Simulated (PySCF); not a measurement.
Compound: C7H16Ge.
Atom-mapped SMILES: `[CH3:1][CH2:2][CH:3]1[CH2:4][CH2:5][GeH2:6][CH2:7][CH2:8]1` (hydrogens: H9, H10, H11 on C1; H12, H13 on C2; H14 on C3; H15, H16 on C4; H17, H18 on C5; H19, H20 on Ge6; H21, H22 on C7; H23, H24 on C8)

Geometry (PBE0-D3(BJ)/def2-SVP, Å), atoms numbered from 1 in this order:
```xyz
24
C7H16Ge angstrom
C     -3.2760   -0.4015    0.5750
C     -2.1706    0.1732   -0.2978
C     -0.7666    0.1418    0.3151
C      0.1841    1.0116   -0.5202
C      1.5478    1.2906    0.1127
Ge     2.4579   -0.3865    0.5575
C      1.0060   -1.4593    1.3181
C     -0.2659   -1.2999    0.4831
H     -4.2583   -0.2946    0.0903
H     -3.3272    0.1199    1.5446
H     -3.1326   -1.4726    0.7832
H     -2.1452   -0.3568   -1.2677
H     -2.4184    1.2211   -0.5392
H     -0.8336    0.5947    1.3251
H     -0.3203    1.9712   -0.7305
H      0.3199    0.5277   -1.5058
H      1.4226    1.8614    1.0486
H      2.1711    1.9078   -0.5527
H      2.9970   -1.0596   -0.7259
H      3.6280   -0.1807    1.5425
H      0.8298   -1.1100    2.3498
H      1.2979   -2.5184    1.3883
H     -0.1087   -1.7273   -0.5254
H     -1.0669   -1.9061    0.9378
```

Method: PySCF 2.14.0, PBE0-D3(BJ)/def2-SVP geometry optimisation, gas phase.

Masses are those of the commonest isotopes; rigid-rotor values at the optimised geometry. The values belong to one conformer with, in the numbering `[CH3:1][CH2:2][CH:3]1[CH2:4][CH2:5][GeH2:6][CH2:7][CH2:8]1`, C1–C2–C3–C4 -168°, C2–C3–C4–C5 169°, C3–C4–C5–Ge6 56°, C4–C5–Ge6–C7 -42°, C5–Ge6–C7–C8 43°.

(1) Give the principal moments of inertia and the rotational constants in MHz.

(2) Classify the top.

(3) Is it planar, by Δ = Ic − Ia − Ib?

(4) Which types of transition are allowed, and where do some lines up to J = 2 fall?

(5) Estimate the classical rotational partition function at 25 K, 50 K and 500 K.

Results:

(1) Ia = 160.90, Ib = 692.63, Ic = 806.15 u·Å²; 505379 MHz·u·Å²/I gives A = 3141, B = 729.6, C = 626.9 MHz.

(2) A near-prolate asymmetric top. Ray's parameter κ = (2B − A − C)/(A − C) = -0.918; −1 is the prolate and +1 the oblate limit.

(3) Not planar: Δ = Ic − Ia − Ib = -47.38 u·Å². For a rigid frame Δ = −2 Σ m c², so Σ m c² = 23.69 u·Å² lies off the ab plane: 16.62 from hydrogen and 7.07 from heavier atoms. The atom farthest from that plane is 1.51 Å away.

(4) The dipole components are |μa| = 0.77 D, |μb| = 0.08 D, |μc| = 0.25 D. The squared components, which scale the intensities, stand as 1.00 : 0.01 : 0.11 (a : b : c). Some lines, for components of 0.1 D or more:

```csv
type,branch,"J(Ka,Kc)",MHz,lower level (cm⁻¹)
a,Q,"2(1,1) ← 2(1,2)",308,0.213
a,R,"1(0,1) ← 0(0,0)",1357,0.000
c,Q,"2(1,2) ← 2(0,2)",2312,0.136
c,Q,"1(1,1) ← 1(0,1)",2411,0.045
a,R,"2(1,2) ← 1(1,1)",2610,0.126
a,R,"2(0,2) ← 1(0,1)",2710,0.045
a,R,"2(1,1) ← 1(1,0)",2816,0.129
c,R,"1(1,0) ← 0(0,0)",3871,0.000
c,R,"2(1,1) ← 1(0,1)",5330,0.045
c,Q,"2(2,1) ← 2(1,1)",7234,0.223
c,R,"2(2,0) ← 1(1,0)",10053,0.129
c,R,"2(2,1) ← 1(1,1)",10153,0.126
```

(5) Point group C1, symmetry number σ = 1; q = (√π/σ)·√((kT/h)³/(ABC)), k/h = 20836.6 MHz/K: 17600 at 25 K, 49700 at 50 K, 1570000 at 500 K.

Whether it is a minimum is left open (no frequencies). These are rigid-rotor constants of the computed structure; measured ground-state constants (B0) also hold zero-point vibration. A rigid rotor knows nothing of internal rotation, which can split or shift real lines.
